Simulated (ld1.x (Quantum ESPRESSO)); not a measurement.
**What one change does to a pseudopotential (P, TM)**

ld1.x (Quantum ESPRESSO) 7.5 input, shortened:

```
&input
   title='P', zed=15., rel=1, dft='PZ', iswitch=3,
   config='[Ne] 3s1.5 3p3.5'
 /
 &inputp
   pseudotype=2, tm=.true., lloc=0,
   nlcc=.false.
 /
2
3P  2  1   3.50   0.00  1.70  1.70  0.0
3S  1  0   1.50   0.00  1.70  1.70  0.0
 &test
   configts(1)='3s1.5 3p3.5'
 /
```

All-electron outer shells of the reference configuration (LDA (PZ), scalar-relativistic, ld1.x):

```json
{"shell": "2s", "level (eV)": "-173.90", "outermost node (bohr)": "0.14", "outermost maximum (bohr)": "0.42"}
{"shell": "2p", "level (eV)": "-125.26", "outermost node (bohr)": "–", "outermost maximum (bohr)": "0.35"}
{"shell": "3s", "level (eV)": "-14.38", "outermost node (bohr)": "0.66", "outermost maximum (bohr)": "1.56"}
{"shell": "3p", "level (eV)": "-5.89", "outermost node (bohr)": "0.64", "outermost maximum (bohr)": "1.81"}
```

Change: core correction a·sin(br)/r model core inside 0.80 bohr.

Cutoffs: the cutoffs (Ry, on a coarse ladder) from which the occupation-weighted sum of valence levels, in a spherical-Bessel basis at the reference potential, stays within 10 and 1 mRy of its value at 400 Ry; they do not see the model core or the augmentation charge, which bear on the density cutoff. Errors are all-electron minus pseudo energies relative to the spin-unpolarised reference configuration.

Problem. How do hardness, ghosts and transferability respond?

Solution. The potential gets neither clearly harder nor softer (18 Ry and 45 Ry → 18 Ry and 45 Ry); of the 9 tests that both files solve, the error grows in 0 and shrinks in 7 by more than 15 % and 0.3 meV (median size 3.0 → 2.2 meV); neither file shows a bound ghost. Exchange and correlation are not linear in the density, so unscreening with the valence charge alone errs where core and valence overlap; a model core restores that term. A model core, the more so a compact one, raises the density cutoff, which this test does not measure.

| quantity | base | changed |
| --- | --- | --- |
| cutoff, loose | 18 Ry | 18 Ry |
| cutoff, tight | 45 Ry | 45 Ry |
| bound ghosts | none | none |
| error for 3s2 3p3, meV [ΔE -4.23 eV] | +0.7 | -0.2 |
| error for 3s2 3p2, meV [ΔE 5.59 eV] | +3.0 | +2.2 |
| error for 3s2 3p1, meV [ΔE 24.84 eV] | +33 | +24 |
| error for 3s1 3p4, meV [ΔE 4.27 eV] | +0.5 | -0.5 |
| error for 3s2 3p0, meV [ΔE 54.74 eV] | +140 | +84 |
| error for 3s2 3p2.5, meV [ΔE -0.41 eV] | +0.4 | -0.3 |
| error for 3s2 3p3.3, meV [ΔE -5.57 eV] | +1.4 | +0.3 |
| error for 3s1.5 3p3.5 (spin-polarised), meV [ΔE -1.62 eV] | +170 | +19 |
| error for 3s2 3p3 (spin-polarised), meV [ΔE -5.74 eV] | +121 | +17 |
| s: phases at 1.84 bohr within 0.05 rad from the reference energy up to (Ry; the scan ends near 5) | 4.1 | 4.1 |
| p: phases at 1.84 bohr within 0.05 rad from the reference energy up to (Ry; the scan ends near 5) | 4.7 | 4.7 |
